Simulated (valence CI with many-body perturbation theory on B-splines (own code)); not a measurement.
# Energy levels of K12+

Level of theory: configuration interaction combined with many-body perturbation theory (CI+MBPT): five valence electrons over a frozen Dirac-Fock core [He], a basis of 9 s, 9 p, 8 d, 6 f, 3 g, 1 h functions for each j, with the one-electron correlation potential Σ1, the two-electron term Σ2, the three-electron term Σ3, Breit, model QED; selected CI, second order for the rest, scaled by the run's own slope (own B-spline code, finite nucleus).

No measured spectrum was set against this ion. As an estimate, levels of excited configurations hold to 0.05 to 0.15 % of their energy, terms of the ground configuration to about 0.5 %. Among the levels kept, up to 3600 cm⁻¹ of a level comes from second order outside the variational space, and about a tenth of that is noise between levels of different J, which matters for small intervals.

Levels 1 to 45 of 45, with energies above the lowest level, 2s2 2p3 4S°_3/2. "Leading %" is the weight of the configuration and term that name the level; weights of strongly mixed levels are sums over their largest components and can fall short, so below about 35 % the name and the second component can differ from the true leading terms, or belong to a minority configuration. In the jj column 3d3/2^4 stands for four electrons in 3d with j = 3/2. Lifetimes count E1, E2, E3, M1 and M2 decay at the calculated energies, and are blank where another channel may lead or the interval is too uncertain; long ones can be off by a factor of two.

```tsv
No.	Configuration	Term	J	E (× 10³ cm⁻¹)	Leading %	Lifetime	Leading jj
1	2s2 2p3	4S°	3/2	0.00	98		2s^2 2p1/2 2p3/2^2 (52 %)
2	2s2 2p3	2D°	3/2	100.88	90	4.37 ms	2s^2 2p1/2^2 2p3/2 (47 %)
3	2s2 2p3	2D°	5/2	106.01	100	132 ms	2s^2 2p1/2 2p3/2^2 (100 %)
4	2s2 2p3	2P°	1/2	161.05	98	781 μs	2s^2 2p1/2 2p3/2^2 (98 %)
5	2s2 2p3	2P°	3/2	168.48	88	331 μs	2s^2 2p3/2^3 (75 %)
6	2s 2p4	4P	5/2	480.64	99	145 ps	2s 2p1/2^2 2p3/2^2 (72 %)
7	2s 2p4	4P	3/2	496.40	100	131 ps	2s 2p1/2 2p3/2^3 (86 %)
8	2s 2p4	4P	1/2	503.89	99	124 ps	2s 2p3/2^4 (38 %)
9	2s 2p4	2D	3/2	662.25	99	50.6 ps	2s 2p1/2 2p3/2^3 (61 %)
10	2s 2p4	2D	5/2	663.31	99	54.0 ps	2s 2p1/2 2p3/2^3 (72 %)
11	2s 2p4	2S	1/2	770.46	91	26.6 ps	2s 2p1/2^2 2p3/2^2 (71 %)
12	2s 2p4	2P	3/2	802.18	99	13.7 ps	2s 2p1/2 2p3/2^3 (52 %)
13	2s 2p4	2P	1/2	823.34	91	14.1 ps	2s 2p1/2 2p3/2^3 (58 %)
14	2p5	2P°	3/2	1257.0	97	20.2 ps	2p1/2^2 2p3/2^3 (97 %)
15	2p5	2P°	1/2	1282.4	97	19.5 ps	2p1/2 2p3/2^4 (97 %)
16	2s2 2p2 3s	4P	1/2	3298.1	93	3.57 ps	2s^2 2p1/2^2 3s (63 %)
17	2s2 2p2 3s	4P	3/2	3309.5	95	3.64 ps	2s^2 2p1/2 2p3/2 3s (93 %)
18	2s2 2p2 3s	4P	5/2	3322.9	94	3.66 ps	2s^2 2p1/2 2p3/2 3s (49 %)
19	2s2 2p2 3s	2P	1/2	3333.9	94	1.23 ps	2s^2 2p1/2 2p3/2 3s (80 %)
20	2s2 2p2 3s	2P	3/2	3349.6	90	1.25 ps	2s^2 2p1/2 2p3/2 3s (61 %)
21	2s2 2p2 3s	2D	5/2	3399.6	94	2.02 ps	2s^2 2p3/2^2 3s (49 %)
22	2s2 2p2 3s	2D	3/2	3400.9	91	1.94 ps	2s^2 2p3/2^2 3s (57 %)
23	2s2 2p2 3p	2S°	1/2	3426.6	64	289 ps	2s^2 2p1/2^2 3p1/2 (49 %)
24	2s2 2p2 3p	4D°	1/2	3436.0	75	508 ps	2s^2 2p1/2 2p3/2 3p1/2 (52 %)
25	2s2 2p2 3p	4D°	3/2	3439.9	87	267 ps	2s^2 2p1/2 2p3/2 3p1/2 (48 %)
26	2s2 2p2 3p	4D°	5/2	3450.5	90	318 ps	2s^2 2p1/2 2p3/2 3p3/2 (76 %)
27	2s2 2p2 3p	4P°	3/2	3457.2	73	56.9 ps	2s^2 2p1/2 2p3/2 3p1/2 (40 %)
28	2s2 2p2 3p	4P°	1/2	3457.7	87	63.7 ps	2s^2 2p1/2 2p3/2 3p3/2 (50 %)
29	2s2 2p2 3p	4D°	7/2	3462.9	94	446 ps	2s^2 2p3/2^2 3p3/2 (49 %)
30	2s2 2p2 3p	4P°	5/2	3465.3	71	71.2 ps	2s^2 2p1/2 2p3/2 3p3/2 (34 %)
31	2s2 2p2 3p	2D°	3/2	3472.7	86	189 ps	2s^2 2p1/2 2p3/2 3p3/2 (77 %)
32	2s2 2p2 3s	2S	1/2	3484.4	92	2.12 ps	2s^2 2p3/2^2 3s (75 %)
33	2s2 2p2 3p	4S°	3/2	3488.5	77	9.01 ps	2s^2 2p1/2 2p3/2 3p3/2 (31 %)
34	2s2 2p2 3p	2D°	5/2	3491.2	74	165 ps	2s^2 2p3/2^2 3p3/2 (67 %)
35	2s2 2p2 3p	2P°	3/2	3501.1	91	53.6 ps	2s^2 2p1/2 2p3/2 3p3/2 (39 %)
36	2s2 2p2 3p	2P°	1/2	3503.1	90	64.4 ps	2s^2 2p3/2^2 3p3/2 (56 %)
37	2s2 2p2 3p	2F°	5/2	3540.5	91	120 ps	2s^2 2p1/2 2p3/2 3p1/2 (30 %)
38	2s2 2p2 3p	2F°	7/2	3545.4	96	120 ps	2s^2 2p1/2 2p3/2 3p3/2 (50 %)
39	2s 2p3 3s	6S°	5/2	3549.0	99	1.14 ns	2s 2p1/2 2p3/2^2 3s (55 %)
40	2s2 2p2 3p	2D°	3/2	3568.1	84	52.1 ps	2s^2 2p1/2 2p3/2 3p1/2 (38 %)
41	2s2 2p2 3p	2D°	5/2	3569.9	93	66.1 ps	2s^2 2p1/2 2p3/2 3p3/2 (51 %)
42	2s2 2p2 3p	2P°	1/2	3585.7	97	25.8 ps	2s^2 2p1/2 2p3/2 3p3/2 (79 %)
43	2s2 2p2 3p	2P°	3/2	3599.0	86	21.4 ps	2s^2 2p3/2^2 3p3/2 (65 %)
44	2s2 2p2 3d	4F	3/2	3599.5	87	13.3 ps	2s^2 2p1/2^2 3d3/2 (58 %)
45	2s2 2p2 3d	4F	5/2	3604.7	84	11.1 ps	2s^2 2p1/2 2p3/2 3d3/2 (46 %)
```

Names give the largest LS component (configuration and term), which can be under half, so a name can repeat, a term be missing and a line seem to break the LS rules; names also repeat where a configuration has a term twice.

The ionisation energy to 2s2 2p2 3P_0 of the next ion comes out as 714.32 eV (NIST: 714.7 ± 0.5 eV (semi-empirical)). All 45 levels together are meant to be complete up to 3611.8 × 10³ cm⁻¹.
